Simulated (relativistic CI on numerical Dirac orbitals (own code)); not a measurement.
Slater and spin-orbit integrals, Hg XLII

These numbers are calculated, not measured: Dirac-Coulomb-Breit CI, orbitals from a KLI potential per configuration, model QED (radiative potential, 1s self-energy scaled to tabulated hydrogen-like ionisation energies), unscaled Slater integrals (own radial code, finite nucleus).

Slater integrals F^k, G^k are unscaled and averaged over j, outside the closed core [Ar] 3d10; ζ comes from projecting the Hamiltonian with its Breit term on Σ l·s of the shell.

- 4s2 4p6 4d3: F^2(4d,4d) = 266130, F^4(4d,4d) = 181380, ζ(4d) = 90931 cm⁻¹; <r>(4d) = 0.3761, <r^2>(4d) = 0.1618 (bohr units).
- 4s2 4p6 4d2 4f: F^2(4d,4d) = 265960, F^4(4d,4d) = 181250, ζ(4d) = 90830, F^2(4d,4f) = 268500, F^4(4d,4f) = 174540, G^1(4d,4f) = 267960, G^3(4d,4f) = 187540, G^5(4d,4f) = 138670, ζ(4f) = 16976 cm⁻¹; <r>(4d) = 0.3764, <r^2>(4d) = 0.162, <r>(4f) = 0.3494, <r^2>(4f) = 0.138 (bohr units).
- 4s2 4p5 4d4: ζ(4p) = 730400, F^2(4d,4d) = 266070, F^4(4d,4d) = 181330, F^2(4p,4d) = 266390, G^1(4p,4d) = 329240, G^3(4p,4d) = 211260, ζ(4d) = 90604 cm⁻¹; <r>(4p) = 0.3762, <r^2>(4p) = 0.1604, <r>(4d) = 0.3762, <r^2>(4d) = 0.1619 (bohr units).

Problem. Give the Racah parameters of the d shell in 4s2 4p6 4d3.

Solution. B = F²/49 − 5F⁴/441 = 3375 cm⁻¹ and C = 35F⁴/441 = 14395 cm⁻¹.

Averages of the first 10 configurations, taken without configuration mixing, which lowers the lowest level and can move excited configurations by several eV; other configurations of the list can lie among them:

```csv
Configuration,Parity,States,Average energy above the lowest level (eV)
4s2 4p6 4d3,even,120,54.0
4s2 4p6 4d2 4f,odd,630,291.6
4s2 4p5 4d4,odd,1260,305.6
4s 4p6 4d4,even,420,525.4
4s 4p6 4d3 4f,odd,3360,760.7
4s2 4p6 4d2 5s,even,90,654.2
4s2 4p6 4d 4f 5s,odd,280,891.3
4s2 4p6 4d2 5p,odd,270,748.1
4s2 4p6 4d2 5d,even,450,862.7
4s2 4p5 4d3 5s,odd,1440,903.9
```
